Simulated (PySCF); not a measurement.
Molecule: SMILES CNc1cccc2c1C2, C8H9N.

Cartesian coordinates in Å; atom numbers follow the order of the lines, from 1:
```xyz
18

C     2.7767    0.3186    0.4645
N     1.7124   -0.5902    0.1140
C     0.4073   -0.1596   -0.0166
C     0.0296    1.1949   -0.2058
C    -1.2801    1.5943   -0.3977
C    -2.3676    0.7010   -0.4240
C    -1.9737   -0.5862   -0.2415
C    -0.6781   -0.9902   -0.0482
C    -1.7332   -2.0453   -0.0574
H     3.7071   -0.2420    0.5330
H     2.6041    0.8330    1.4195
H     2.8883    1.0691   -0.3191
H     1.7954   -1.5140    0.5117
H     0.7961    1.9542   -0.1994
H    -1.4762    2.6486   -0.5326
H    -3.3811    1.0390   -0.5736
H    -1.8120   -2.7045   -0.9163
H    -2.0236   -2.5143    0.8779
```

Frames of a GFN2-xTB Langevin trajectory at 300 K; GIAO PBE0/pcSseg-1 shieldings in PySCF 2.14, gas phase, non-relativistic; equivalent atoms averaged within each frame.

δ = σ(ref) − σ, references computed at the same level: ¹³C (σ = 186.93 ppm) and ¹H (σ = 31.72 ppm) against TMS; NH3 for ¹⁵N (σ = 267.73 ppm). The references are static minima.

How do the shifts (ppm) fluctuate along the trajectory?

Results:


```
         time (fs)     C3     C5     C7     C4     C8     C6    C1    C9    N2   H15
optimised geometry  142.9  136.7  134.7  120.3  108.8  107.5  33.5  22.3  77.8  7.24
               250  144.2  138.1  133.5  110.8  107.7  105.2  30.5  24.1  76.4  7.36
               425  143.8  143.9  135.9  121.6  114.7  118.5  27.3  17.5  71.5  8.18
               625  149.0  129.8  138.8  119.6  124.9  105.3  38.5  28.2  80.3  7.17
               800  142.7  131.9  136.0  116.3  113.4  105.0  25.5  26.7  74.9  7.08
              1000  138.0  142.1  143.6  111.4  115.0  114.2  28.2  23.0  75.5  7.70
    mean of frames  143.5  137.1  137.6  115.9  115.1  109.6  30.0  23.9  75.7  7.50
standard deviation    3.9    6.2    3.9    4.8    6.2    6.3   5.1   4.1   3.2  0.45
```

5 frames give an uncertainty of the mean of about the standard deviation over 2.2 at best, since frames this close in time may not be independent; classical motion lacks zero-point vibration, and the reference would need the same averaging.
